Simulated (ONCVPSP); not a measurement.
# Building the ONCV potential for neon (Ne) (PW91, scalar-relativistic).

- Element: neon (Ne)
- Generator: ONCVPSP 4.0.1
- Type: optimised norm-conserving Vanderbilt (ONCV)
- Functional: PW91
- Relativity: scalar-relativistic
- Frozen core: [He]
- Valence charge: 8
- Reference configuration: 2s2 2p6
- Partial waves: 2s: rc 0.70 bohr, ncon 4, nbas 7, qcut 11.2 1/bohr, 2 projectors, debl 0.5 Ha; 2p: rc 1.15 bohr, ncon 4, nbas 9, qcut 9.4 1/bohr, 2 projectors, debl 1.6 Ha; d scattering state at 0.04 Ha: rc 0.95 bohr, ncon 4, nbas 7, qcut 11.2 1/bohr, 2 projectors, debl 2.1 Ha
- Local potential: polynomial inside 0.60 bohr (lpopt 5, dvloc0 3 Ha)
- Core correction: none

In the s channel the program set the typed energies aside and used -1.340, 0.250 Ha.

Estimate the cutoffs (Ha) at which the residual kinetic energy of the hardest occupied pseudo-wave falls to 1 and 0.1 mHa per electron.

66 Ha and 216 Ha.

What does a ghost test show?

No bound ghost flagged; no localised positive-energy state flagged.

Which valence shell sets the plane-wave cutoff?

2s: 66 Ha for 1 mHa per electron, against 41 Ha for 2p.

Tests: 2s2 2p5; 2s2 2p4; 2s2 2p3; 2s2 2p5.5. Which has the largest error in its energy relative to the reference configuration, and how large is it?

2s2 2p3, with +901 meV (all-electron minus pseudo) on +133.58 eV.
